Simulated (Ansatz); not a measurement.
Input for Ansatz (an electronic-structure program): R-CCSD(T)/cc-pV(T+d)Z on CH4 (SMILES C). The basis file is the Basis Set Exchange's JSON of that set.

Ansatz 0.2 input:
```yaml
crystal:
  periodic: [false, false, false]
  atoms:
    - {symbol: C, position_ang: [-0.00000074, -0.00000016, -0.00000061]}
    - {symbol: H, position_ang: [-0.71804671, -0.28664696, -0.78144515]}
    - {symbol: H, position_ang: [0.11696900, 1.09301489, 0.00704500]}
    - {symbol: H, position_ang: [-0.37076404, -0.33515912, 0.97908901]}
    - {symbol: H, position_ang: [0.97184248, -0.47120866, -0.20468825]}
basis:
  gaussian:
    orbitals: cc-pV_T+d_Z.json
magnetization: {spin_polarized: false}
correlation: {method: ccsd_t, electrons: outside_noble_gas}
scf: {lower_state_search: off}
```

Program output:

```
WARN ansatz: RAYON_NUM_THREADS=8 ignored (pool sized by the plan → 8); use --threads N
Functional definition: HF
these checks for a lower state are left out or cut short: stability, starts, cluster_reference, orbital_swaps, neighbouring_geometries, increment
integrals: 0.07 GiB planned
472 factors; integrals over basis functions are off by at most 6.4e-4 eV
mean field: 0.10 GiB planned
mean field evaluation 1: about -1093.1282 eV, gradient 2.1e1 eV
mean field evaluation 2: about -1093.1265 eV, gradient 2.1e1 eV
mean field evaluation 4: about -1094.2324 eV, gradient 1.5e0 eV
mean field evaluation 8: about -1094.2432 eV, gradient 1.7e-4 eV
mean field -1094.24318962 eV, -40.2126955140 hartree, gradient 1.7e-6 eV, S^2 0.000000; 0 other end points of the search recorded, 0 dependent functions left out
1 core orbitals not correlated
reference -1094.24318962 eV, -40.2126955140 hartree; 4, 4 occupied and 81, 81 virtual orbitals, 472 factors
second order -5.40103028 eV of doubles, -0.00000000 eV of singles
coupled cluster: 0.21 GiB planned
cycle   1  -5.78986671 eV  change   -3.9e-1 eV  update   4.3e-2
cycle   2  -5.93676451 eV  change   -1.5e-1 eV  update   1.3e-2
cycle   3  -5.95368622 eV  change   -1.7e-2 eV  update   3.7e-3
cycle   4  -5.95353607 eV  change    1.5e-4 eV  update   8.3e-4
cycle   5  -5.95366952 eV  change   -1.3e-4 eV  update   1.8e-4
cycle   6  -5.95367339 eV  change   -3.9e-6 eV  update   3.7e-5
cycle   7  -5.95368852 eV  change   -1.5e-5 eV  update   8.1e-6
cycle   8  -5.95368891 eV  change   -3.9e-7 eV  update   1.4e-6
perturbative correction -0.17279714 eV, -0.0063501779 hartree
Total energy: -1100.36967568 eV, -40.4378397238 hartree
Checks for a lower state left out: stability, starts, cluster_reference, orbital_swaps, neighbouring_geometries, increment
```

The run converged.

Cost: roughly 2.2 core-seconds.
